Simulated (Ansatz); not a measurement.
Wavefunction ladder for `CC[O][Ti]([Cl])([O]CC)[O]CC`

```xyz
26

C    -2.5681   -1.1205    0.1069
C    -1.9065   -1.3027    1.4547
O    -0.9048   -0.3561    1.6826
Ti    0.0272    1.0714    1.2187
Cl    0.0675    2.5532    2.9009
O    -0.7164    1.7911   -0.2130
C    -0.7273    2.1057   -1.5739
C     0.4764    1.5461   -2.2986
O     1.6698    0.5660    0.8093
C     2.6372   -0.4115    0.5648
C     2.0623   -1.8094    0.6178
H    -3.0171   -0.1284    0.0281
H    -1.8397   -1.2323   -0.7000
H    -3.3522   -1.8688   -0.0321
H    -2.6467   -1.2172    2.2589
H    -1.4580   -2.3011    1.5294
H    -0.7597    3.1971   -1.6719
H    -1.6539    1.7117   -2.0095
H     0.4409    1.8202   -3.3557
H     0.4990    0.4559   -2.2270
H     1.4014    1.9365   -1.8695
H     3.0802   -0.2167   -0.4198
H     3.4341   -0.2970    1.3089
H     1.2864   -1.9379   -0.1409
H     2.8474   -2.5469    0.4345
H     1.6206   -2.0083    1.5963
```

Total charge 0; spin multiplicity 1. Correlated methods include outer-core shells of Ti, which these sets cover unevenly. Scalar relativity is left out up to krypton. The geometry is a stationary point of PBE0-D4/def2-TZVP. It is one conformer, not always the lowest. Frozen core, restricted reference, Ansatz 0.2.0.

| basis | HF (Eh) | MP2 corr. |
| --- | --- | --- |
| def2-SVP | -1768.04662 | -1.87144 |
| def2-TZVPP | -1768.85536 | -2.38993 |
| def2-QZVPP | -1768.90475 | -2.56741 |

Task: Estimate the CCSD correlation energy and the (T) correction in each basis where they were run (hartree).

Result: 
```csv
basis,CCSD corr.,(T)
def2-SVP,-1.95957,-0.07375
def2-TZVPP,-2.46049,-0.11656
```
